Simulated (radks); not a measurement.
The numbers below are computed, except where a source is named.
Q: Excited configurations of He II: one electron is placed in a higher orbital outside the bare nucleus. The ground configuration is 1s1. Level of theory: non-relativistic Kohn-Sham, PBEsol, spin-unpolarised, spherical densities, point nucleus; without spin polarisation the odd electron is poorly described (a radial shooting solver on a logarithmic mesh with Libxc functionals). Excitation = E - E(ground); binding = E(ion) - E, where the ion is the core of charge +2; n* = 2/sqrt(2 binding) in atomic units, and the quantum defect is n - n*.

outer orbital  excitation (eV)  binding (eV)     n*  quantum defect  eigenvalue (eV)  <r> (bohr)
2p                      38.209        12.961  2.049          -0.049           -9.411       2.596
3s                      45.024         6.146  2.976           0.024           -4.879       6.651
4d                      47.683         3.487  3.951           0.049           -2.692       10.40
5d                      48.883         2.287  4.878           0.122           -1.819       16.87
6f                      49.563         1.607  5.819           0.181           -1.277       23.40
7s                      49.970         1.200  6.735           0.265           -0.992       35.54

Estimate the row for 7f.

A: excitation (eV) 49.972; binding (eV) 1.198; n* 6.741; quantum defect 0.259; eigenvalue (eV) -0.969; <r> (bohr) 32.69. The Delta-SCF ionisation energy is 51.170 eV (NIST Atomic Spectra Database: 54.418 eV, theoretical). Self-interaction in the functional shifts the binding energies and quantum defects, so they are the method's values and not measured ones. Spin polarisation and multiplet splitting are left out, so open shells lie too high by an amount that depends on their filling.
